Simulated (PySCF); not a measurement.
## SMILES C#C[SiH2][C@H]1[Se]C[C@@H]1F, C5H7FSeSi

Molfile (atoms numbered from 1):
```
C5H7FSeSi
     RDKit          3D

 15 15  0  0  0  0  0  0  0  0999 V2000
    3.0364    0.6335   -0.2928 C   0  0  0  0  0  0  0  0  0  0  0  0
    2.2174    0.1427    0.4388 C   0  0  0  0  0  0  0  0  0  0  0  0
    0.9282   -0.5984    1.5364 Si  0  0  0  0  0  4  0  0  0  0  0  0
   -0.7450   -0.2035    0.7037 C   0  0  1  0  0  0  0  0  0  0  0  0
   -1.2545    1.7206    0.4642 Se  0  0  0  0  0  2  0  0  0  0  0  0
   -1.7853    0.7303   -1.1645 C   0  0  0  0  0  0  0  0  0  0  0  0
   -0.8767   -0.4330   -0.7976 C   0  0  2  0  0  0  0  0  0  0  0  0
   -1.4090   -1.6638   -1.1125 F   0  0  0  0  0  0  0  0  0  0  0  0
    3.7573    1.0635   -0.9281 H   0  0  0  0  0  0  0  0  0  0  0  0
    0.9492    0.0307    2.8582 H   0  0  0  0  0  0  0  0  0  0  0  0
    1.0786   -2.0559    1.5760 H   0  0  0  0  0  0  0  0  0  0  0  0
   -1.5844   -0.6788    1.2177 H   0  0  0  0  0  0  0  0  0  0  0  0
   -1.5667    1.2377   -2.1014 H   0  0  0  0  0  0  0  0  0  0  0  0
   -2.8395    0.4592   -1.1084 H   0  0  0  0  0  0  0  0  0  0  0  0
    0.0894   -0.3769   -1.3116 H   0  0  0  0  0  0  0  0  0  0  0  0
  1  2  3  0
  2  3  1  0
  3  4  1  0
  4  5  1  0
  5  6  1  0
  6  7  1  0
  7  8  1  0
  7  4  1  0
  1  9  1  0
  3 10  1  0
  3 11  1  0
  4 12  1  1
  6 13  1  0
  6 14  1  0
  7 15  1  6
M  END
```

Computed, not measured: TDDFT PBE0/aug-cc-pVDZ circular dichroism and optical rotation, one conformer, gas phase (PySCF 2.14.0). Geometry: GFN2-xTB.

The molecule is flexible and this is one conformer; a measurement averages over conformers. The calculation is non-relativistic, which matters for the atoms heavier than Zn.

**Question.** Draw the ECD and absorption spectra from the lowest 8 states, each a Gaussian of half-width 0.25 eV at 1/e height.

**Answer.** 
```tsv
E (eV)	λ (nm)	Δε (L mol⁻¹ cm⁻¹)	ε (L mol⁻¹ cm⁻¹)
3.33	372	-0.01	1.08
3.43	361	-0.04	4.56
3.53	351	-0.13	14
3.63	341	-0.30	31.1
3.73	332	-0.49	50.2
3.83	324	-0.57	59
3.93	315	-0.49	50.2
4.03	308	-0.30	31.1
4.13	300	-0.13	14
4.23	293	-0.04	4.61
4.33	286	-0.01	1.67
4.43	280	+0.01	4.93
4.53	274	+0.08	27.9
4.63	268	+0.38	119
4.73	262	+1.25	369
4.83	257	+3.06	836
4.93	251	+5.58	1380
5.03	246	+7.55	1680
5.13	242	+7.48	1530
5.23	237	+5.14	1130
5.33	233	+1.83	862
5.43	228	-0.98	974
5.53	224	-2.66	1390
5.63	220	-3.21	1830
5.73	216	-2.63	2040
5.83	213	-1.19	1960
```
Δε uses R in velocity form, ε uses f in length form. Only the states computed contribute, so the short-wavelength end is incomplete.
